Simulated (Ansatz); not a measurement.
Cartesian coordinates in Å:
```
O 1.380 0.700 -0.016
Si 0.671 -0.782 0.317
C -1.101 -0.455 -0.022
Zn -1.088 1.441 -0.560
H 2.327 0.809 0.082
H 1.289 -1.816 -0.562
H 0.970 -1.148 1.732
H -1.500 -1.072 -0.831
H -1.735 -0.592 0.857
H -1.214 2.915 -0.997
```

Charge 0, multiplicity 1.

Task: List the PBE/def2-TZVPP orbital energies in eV (the Gaussian-basis code of Ansatz). (An estimate is asked.)

Result: Ansatz gave: Occupied: -9407.06, -1779.75, -1133.62, -999.41, -999.39, -999.34, -510.46, -268.33, -137.41, -125.73, -94.19, -94.13, -94.11, -83.14, -83.10, -82.96, -25.11, -16.77, -13.74, -11.76, -11.44, -11.35, -11.26, -11.19, -11.16, -9.88, -9.07, -8.71, -7.88, -7.71, -7.10, -6.24. Lowest empty: -0.97, -0.92, -0.20, 0.34, 0.77, 1.31, 1.49, 1.59.
